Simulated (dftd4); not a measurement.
Cl$_{2}$Zn, triplet, at a GFN2-xTB geometry (such geometries of metal compounds can be far from the true shape) (a higher spin typed on purpose: for a closed-shell molecule this is an excited state); dftd4 with D4 for revpbe.

The dftd4 input:
```
$ dftd4 mol.xyz --func revpbe --charge 0 --json dftd4.json --noedisp

# file mol.xyz
3

Zn     0.26286815     0.91445661     0.50646119
Cl     0.72550465    -0.58604969    -1.34253574
Cl    -1.18938961    -1.02769727     0.44878070
```

**Question.** Predict the main parts of the log of this dftd4 run.

**Answer.** 
```
                    ____  _____ _____     ____  _  _
      -------------|  _ \|  ___|_   _|---|  _ \| || |------------
     |             | | | | |_    | | ___ | | | | || |_           |
     |             | |_| |  _|   | ||___|| |_| |__   _|          |
     |             |____/|_|     |_|     |____/   |_|            |
     |             ===================================           |
     |            E. Caldeweyher, S. Ehlert & S. Grimme          |
     |          Mulliken Center for Theoretical Chemistry        |
     |                    University of Bonn                     |
      -----------------------------------------------------------

Rational (Becke-Johnson) damping: revpbe-D4-ATM
---------------------
  s6         1.0000
  s8         1.7468
  s9         1.0000
  a1         0.5363
  a2         3.0726
 alp        16.0000
--------------------

Dispersion energy:      -7.7278357667967E-03 Eh

[Info] JSON dump of results written to 'dftd4.json'
```
